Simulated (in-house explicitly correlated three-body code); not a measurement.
Computed with an exponentially correlated three-body code. Model: two electrons around a point charge, non-relativistic, variational in 260 exponentially correlated functions (energies converged to about 1e-7 hartree, or 1e-8 relative for large Z).

Command:
```bash
python run_hyl.py task.json out
```
Settings (lengths in bohr, energies in hartree):
```
Z                      2.5
screening              2.25
interaction_strength   1
functions              260
states_tried           1
```

Cost of the run: 6.1 s on 1 thread of Intel(R) Xeon(R) Platinum 8488C (Sapphire Rapids), with other jobs on the host.

**Ground state only, binding against the one-electron ion.**

Given: nuclear charge 2.5; Yukawa screening of all interactions 2.25 1/bohr.

Computed: one-electron threshold -0.151963711 hartree.

| term | energy (hartree) | binding (eV) |
| --- | --- | --- |
| 1 1S | -0.208686313 | 1.5435 |

**Converged states only, values per electron or pair (inverse distances are <exp(-kr)/r>).**

```tsv
term	mean r (bohr)	mean r squared (bohr²)	mean inverse r (1/bohr)	mean r12 (bohr)	mean inverse r12 (1/bohr)	mean cosine	mean p1 dot p2 (bohr⁻²)	delta r1 (bohr⁻³)	delta r12 (bohr⁻³)
1 1S	1.7637	5.3057	0.36949	2.7639	0.060062	-0.017459	0.020735	1.2271	0.03447
```
